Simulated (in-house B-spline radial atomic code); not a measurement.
Successive ionisation energies of strontium; each step leads to the configuration of the next row (after the last: bare). NIST's values go from ground level to ground level; the uncertainty of those that are theory runs from under 0.1 % in few-electron ions to several per cent in heavy many-electron ones. Computed with a radial B-spline atomic code at the basis-set limit: non-relativistic Hartree-Fock, average of the configuration, point nuclei.

This level leaves out relativity, spin-orbit splitting included, which matters for heavy ions.

```json
{"ion": "Sr30+", "configuration": "[He] 2s2 2p4", "ionisation energy (eV)": "3653.5", "tabulated value (eV)": "3664", "computed minus tabulated (eV)": "-10", "highest orbital": "2p", "largest mean radius (bohr)": "0.17001"}
{"ion": "Sr31+", "configuration": "[He] 2s2 2p3", "ionisation energy (eV)": "3815.2", "tabulated value (eV)": "3830", "computed minus tabulated (eV)": "-15", "highest orbital": "2p", "largest mean radius (bohr)": "0.1686"}
{"ion": "Sr32+", "configuration": "[He] 2s2 2p2", "ionisation energy (eV)": "3979.7", "tabulated value (eV)": "4053", "computed minus tabulated (eV)": "-73", "highest orbital": "2p", "largest mean radius (bohr)": "0.16721"}
{"ion": "Sr33+", "configuration": "[He] 2s2 2p1", "ionisation energy (eV)": "4147.0", "tabulated value (eV)": "4232", "computed minus tabulated (eV)": "-85", "highest orbital": "2p", "largest mean radius (bohr)": "0.16585"}
{"ion": "Sr34+", "configuration": "[He] 2s2", "ionisation energy (eV)": "4357.1", "tabulated value (eV)": "4465", "computed minus tabulated (eV)": "-108", "highest orbital": "2s", "largest mean radius (bohr)": "0.1645"}
{"ion": "Sr35+", "configuration": "[He] 2s1", "ionisation energy (eV)": "4507.0", "tabulated value (eV)": "4612.397", "computed minus tabulated (eV)": "-105", "highest orbital": "2s", "largest mean radius (bohr)": "0.16326"}
{"ion": "Sr36+", "configuration": "1s2", "ionisation energy (eV)": "19003.4", "tabulated value (eV)": "19345.59", "computed minus tabulated (eV)": "-342", "highest orbital": "1s", "largest mean radius (bohr)": "0.039867"}
{"ion": "Sr37+", "configuration": "1s1", "ionisation energy (eV)": "19646.6", "tabulated value (eV)": "20025.27", "computed minus tabulated (eV)": "-379", "highest orbital": "1s", "largest mean radius (bohr)": "0.039474"}
```

**Question.** Where is the largest jump?

**Answer.** From Sr35+ to Sr36+, by a factor of 4.22 (4507 to 19003 eV); the highest orbital goes from 2s to 1s.

**Question.** How far is this level of theory from the measured and semi-empirical values?

**Answer.** Over those 5 rows the differences run from -108 to -10.5 eV (mean absolute value 58 eV). The calculation leaves out relativity, correlation and, in open shells, the multiplet splittings that an average leaves out.
